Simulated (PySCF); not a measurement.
Task: Write Cartesian coordinates for [FeO4]2- (`[O]=[Fe-2](=[O])(=[O])=[O]`) [triplet] as optimised with PBE0-D3(BJ)/def2-SVP. (Charge -2 and triplet state.)

Result: 
```
atom  x, y, z in Å
Fe1   -0.0008    0.0001    0.0001
O2     0.0206   -0.0164    1.6351
O3     1.5336    0.0080   -0.5615
O4    -0.7790    1.3397   -0.5235
O5    -0.7744   -1.3314   -0.5503
```

Orientation and origin are arbitrary. Atoms count from 1 in this order. Fe1 (iron bonded to 4 O) is tetrahedral (angles from 109.4° to 109.5°). All 4 Fe–O bonds measure 1.634 to 1.635 Å.

Bonds between heavy atoms (Å): Fe1–O2 1.635, Fe1–O3 1.634, Fe1–O4 1.635, Fe1–O5 1.635.

Computed with PBE0-D3(BJ)/def2-SVP geometry optimisation, gas phase (PySCF 2.14.0).

Point group: Td (tolerance 0.08 Å). Whether it is a minimum is left open (no frequencies). ⟨S²⟩ = 2.053 (exact for a triplet: 2.00). Whether so highly charged an anion holds all its electrons in the gas phase wasn't checked; a finite basis holds them in any case. No counter-ion or solvent screens the charge of this multiply charged ion. The geometry's basis has no diffuse functions, a weakness for an anion.

Caution for open-shell metal species: one SCF solution and one stationary point were followed, and a lower state or a bent or distorted shape isn't ruled out.
